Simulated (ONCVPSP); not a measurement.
**Before and after: ONCV potential for Be**

* Element: Be (Z = 4)
* Generator: ONCVPSP 4.0.1
* Type: optimised norm-conserving Vanderbilt (ONCV)
* Functional: PBEsol
* Relativity: non-relativistic
* Frozen core: none
* Valence charge: 4
* Reference configuration: 1s2 2s2
* Partial waves: 1s+2s: rc 0.80 bohr, ncon 4, nbas 8, qcut 16.2 1/bohr, 2 projectors; p scattering state at 0.32 Ha: rc 0.65 bohr, ncon 4, nbas 8, qcut 12.2 1/bohr, 2 projectors, debl 2.5 Ha; d scattering state at 0.18 Ha: rc 0.70 bohr, ncon 3, nbas 6, qcut 12.8 1/bohr, 2 projectors, debl 2.5 Ha
* Local potential: polynomial inside 0.60 bohr (lpopt 3, dvloc0 0 Ha)
* Core correction: none

All-electron outer shells of the reference configuration (PBEsol, non-relativistic, ld1.x):

| shell | level (eV) | outermost node (bohr) | outermost maximum (bohr) |
| --- | --- | --- | --- |
| 1s | -105.44 | – | 0.27 |
| 2s | -5.54 | 0.60 | 2.07 |

Change: all radii scaled by about 0.77 (s 0.62, p 0.50, d 0.54 bohr); local potential polynomial inside 0.46 bohr (lpopt 3, dvloc0 0 Ha).

Cutoffs: the cutoffs (Ha) at which the residual kinetic energy of the hardest occupied pseudo-wave falls to 1 and 0.1 mHa per electron; they do not see the model core or the augmentation charge, which bear on the density cutoff. Errors are all-electron minus pseudo energies relative to the spin-unpolarised reference configuration.

What does the change do?

The potential gets harder (90 Ha and 106 Ha → 112 Ha and 151 Ha); of the 4 tests that both files solve, the error grows in 0 and shrinks in 2 by more than 15 % and 0.3 meV (median size 0.6 → 0.4 meV); neither file shows a bound ghost. A smaller radius makes the pseudo-wave follow the all-electron one further in, where it bends more sharply, so more plane waves are needed.

```csv
quantity,base,changed
"cutoff, loose",90 Ha,112 Ha
"cutoff, tight",106 Ha,151 Ha
bound ghosts,none,none
GHOST(+) flags under 300 eV,none,none
"error for 1s2 2s1, meV [ΔE 9.46 eV]",+0.4,+0.2
"error for 1s2 2s0, meV [ΔE 27.18 eV]",+3.1,+2.0
"error for 1s2 2s1.5, meV [ΔE 3.72 eV]",+0.1,0.0
"error for 1s2 2s1 2p1, meV [ΔE 3.59 eV]",+0.9,+0.6
```
